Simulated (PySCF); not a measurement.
Species: CH₈AsB.
Numbering: `[CH3:1][BH2-:2][AsH3+:3]` (hydrogens: H4, H5, H6 on C1; H7, H8 on B2; H9, H10, H11 on As3)

Cartesian coordinates in Å at the PBE0-D3(BJ)/def2-SVP level; atoms count from 1:
```
atom  x, y, z in Å
C1    -1.4941    0.3658   -0.2933
B2    -0.4324   -0.4365    0.6093
As3    1.4971   -0.0607   -0.1005
H4    -2.5005    0.1544    0.1069
H5    -1.3739    1.4616   -0.2639
H6    -1.5104    0.0558   -1.3515
H7    -0.2908   -0.0578    1.7665
H8    -0.4368   -1.6588    0.5157
H9     1.8612   -0.4253   -1.5228
H10    2.6382   -0.7482    0.6083
H11    2.0441    1.3496   -0.0965
```

Level: wB97X-D/def2-SVPD in PySCF, non-relativistic, on one gas-phase PBE0-D3(BJ)/def2-SVP geometry that isn't relaxed in the solvent. The solvent is an IEF-PCM continuum (van der Waals radii × 1.2), and excitations are vertical TDDFT with non-equilibrium linear response and a frozen core. Specific hydrogen bonds and non-electrostatic terms are outside this model. Spin–orbit coupling is left out although an atom past zinc is present.

Gas-phase singlets (H = HOMO, L = LUMO):

| state | E (eV) | λ (nm) | f | leading configurations |
| --- | --- | --- | --- | --- |
| S1 | 7.399 | 168 | 0.015 | H-1→L+1 85% |
| S2 | 7.446 | 167 | 0.091 | H-1→L 80%, H→L+2 11% |
| S3 | 7.512 | 165 | 0.005 | H→L+1 96% |
| S4 | 7.572 | 164 | 0.003 | H→L 80%, H-1→L+2 13% |
| S5 | 7.654 | 162 | 0.025 | H-1→L+2 76%, H→L 15% |

How does the list change in chloroform (ε = 4.711)?

| state | E (eV) | λ (nm) | f | leading configurations | change by rank (eV) |
| --- | --- | --- | --- | --- | --- |
| S1 | 7.595 | 163 | 0.068 | H→L+1 57%, H→L 19%, H→L+3 16% | +0.196 |
| S2 | 7.715 | 161 | 0.182 | H→L 70%, H→L+1 22% | +0.269 |
| S3 | 7.771 | 160 | 0.051 | H-1→L+1 55%, H-1→L 36% | +0.259 |
| S4 | 7.866 | 158 | 0.020 | H→L+2 79%, H-1→L 14% | +0.294 |
| S5 | 7.992 | 155 | 0.005 | H-1→L 41%, H-1→L+1 37%, H-1→L+3 10% | +0.338 |

Give the list for tetrahydrofuran (ε = 7.426), n² = 1.97.

| state | E (eV) | λ (nm) | f | leading configurations | change by rank (eV) |
| --- | --- | --- | --- | --- | --- |
| S1 | 7.622 | 163 | 0.070 | H→L+1 46%, H→L 30%, H→L+2 17% | +0.223 |
| S2 | 7.758 | 160 | 0.174 | H→L 58%, H→L+1 33% | +0.312 |
| S3 | 7.795 | 159 | 0.053 | H-1→L 50%, H-1→L+1 41% | +0.283 |
| S4 | 7.908 | 157 | 0.019 | H→L+3 81%, H-1→L 11% | +0.336 |
| S5 | 8.053 | 154 | 0.004 | H-1→L+1 48%, H-1→L 31%, H-1→L+2 10% | +0.399 |

How do the frontier levels move from gas to tetrahydrofuran?

| orbital | gas (eV) | solvent (eV) | change (eV) |
| --- | --- | --- | --- |
| LUMO+2 | 2.13 | 2.60 | +0.47 |
| LUMO+1 | 1.92 | 2.21 | +0.29 |
| LUMO | 1.58 | 1.99 | +0.41 |
| HOMO | -9.97 | -9.90 | +0.07 |
| HOMO-1 | -10.02 | -10.08 | -0.06 |
| HOMO-2 | -10.40 | -10.44 | -0.04 |
| HOMO-3 | -12.58 | -12.52 | +0.06 |

The HOMO–LUMO gap goes from 11.55 to 11.89 eV. Rows go by rank; for HOMO-3, HOMO-1, HOMO, LUMO, LUMO+1 and LUMO+2 the atom shares or the degeneracy differ between the runs, so the row needn't follow one orbital.
